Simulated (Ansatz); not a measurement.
Start from `C[SiH](F)CO` and change one atom or group to get `C[Si](F)(F)CO`.

Ansatz, PBE0-D4/def2-TZVP geometries, multiplicity 1. Each molecule was computed in one conformer, which needn't be the lowest.

```tsv
property	`C[SiH](F)CO`
size of the dipole moment (PBE/def2-TZVPP) / D	2.00
HOMO energy (PBE0/def2-TZVPP) / eV	-7.53
HOMO–LUMO gap (ωB97M-V/def2-TZVPP) / eV	12.03
LUMO energy (PBE/def2-TZVPP) / eV	-0.45
HOMO–LUMO gap (B3LYP/def2-TZVPP) / eV	7.51
size of the dipole moment (ωB97M-V/def2-TZVPP) / D	2.14
```

(1) What does the change do to each property? (Estimate.)

Answers

(1) Computed: 
```json
{"property": "size of the dipole moment (PBE/def2-TZVPP) / D", "`C[Si](F)(F)CO`": "0.79", "shift": "-1.21"}
{"property": "HOMO energy (PBE0/def2-TZVPP) / eV", "`C[Si](F)(F)CO`": "-7.74", "shift": "-0.21"}
{"property": "HOMO–LUMO gap (ωB97M-V/def2-TZVPP) / eV", "`C[Si](F)(F)CO`": "12.30", "shift": "0.27"}
{"property": "LUMO energy (PBE/def2-TZVPP) / eV", "`C[Si](F)(F)CO`": "-0.32", "shift": "0.13"}
{"property": "HOMO–LUMO gap (B3LYP/def2-TZVPP) / eV", "`C[Si](F)(F)CO`": "7.80", "shift": "0.29"}
{"property": "size of the dipole moment (ωB97M-V/def2-TZVPP) / D", "`C[Si](F)(F)CO`": "0.77", "shift": "-1.37"}
```

With PBE0 the HOMO falls by 0.21 eV and the LUMO rises by 0.14 eV, so the gap widens by about 0.35 eV. PBE moves the HOMO by -0.18 eV and ωB97M-V by -0.20 eV. Dipoles are sizes alone; their direction can turn.

B3LYP here is the variant with VWN-RPA as its local correlation; programs differ in this.
